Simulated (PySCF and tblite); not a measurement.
The numbers below are computed, except where a source is named.
System: C₅H₁₀OPSi (charge -1), numbered as in [O:1]=[C:2]1[CH2:3][CH2:4][CH2:5][C@@H:6]1[SiH-:7][PH2:8].

Motion: pyramidal inversion at Si7. GFN2-xTB gives an electronic barrier of 27.7 kcal/mol and a reaction energy of 0.1 kcal/mol.

The ion is treated without a counter-ion.

Task: What does PBE/pcSseg-1 + D3(BJ) give on GFN2-xTB geometries?

Result: A barrier of 24.5 kcal/mol, 3.2 below the tight-binding barrier (from unrounded values), a reaction energy of 1.6 kcal/mol and, with GFN2-xTB thermal terms, ΔG‡(298 K) = 24.0 kcal/mol and k = 1.5×10⁻⁵ s⁻¹ (1 equivalent path).

Programs: tblite and PySCF.
